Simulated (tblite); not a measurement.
Start geometry of `FC(F)=C(F)CC[S]` [radical] from a force field or distance geometry (Å):
```
atom  x, y, z in Å
F1     3.0820    0.7202   -0.3951
C2     1.9803   -0.0357   -0.1615
F3     2.1177   -1.3881   -0.1456
C4     0.8068    0.5508    0.0830
F5     0.7605    1.8961    0.1016
C6    -0.4619   -0.2103    0.3899
C7    -1.4784   -0.0504   -0.7457
S8    -2.9862   -1.0060   -0.3302
H9    -0.2270   -1.2738    0.5671
H10   -0.8669    0.1799    1.3395
H11   -1.6978    1.0112   -0.8869
H12   -1.0280   -0.3946   -1.6802
```

Task: What comes out of this run: tblite 0.8.0, GFN2-xTB geometry optimisation, gas phase?

Result: 
```
atom  x, y, z in Å
F1     3.103    0.641   -0.431
C2     1.986   -0.012   -0.155
F3     2.190   -1.324   -0.165
C4     0.806    0.532    0.117
F5     0.693    1.874    0.096
C6    -0.453   -0.212    0.418
C7    -1.459   -0.048   -0.727
S8    -2.983   -0.943   -0.397
H9    -0.225   -1.267    0.569
H10   -0.891    0.191    1.334
H11   -1.718    1.004   -0.863
H12   -1.049   -0.436   -1.661
```

The energy falls by 18.8 kJ/mol over 29 L-BFGS steps, the largest force on an atom goes from 1.54 to 0.008 eV/Å, and the atoms move by 0.057 Å rms after alignment. Among the bonds, F1–C2 and C7–S8 change most and about equally (-0.035 to -0.034 Å). Bonds longer at the end by more than 0.005 Å: 0 of 11; shorter: 7. Among the angles that change most is F1–C2–F3, from 118.3° to 110.9°. Rotational constants go from 3495, 733.4, 630.9 to 3602, 732.9, 635.2 MHz. The orientation of the end geometry is arbitrary; only internal coordinates are fixed.

The run took 0.28 s on an Intel Xeon Platinum 8259CL at 2.50 GHz with one thread, no GPU, shared host.

Its GFN2-xTB frequencies are all real (lowest 40 cm⁻¹). 3 starts were optimised and ended at 0.00, 1.03 and 1.03 kcal/mol (GFN2-xTB); the lowest of these is shown.

One conformer stands for the species.

All values are computed, not measured.
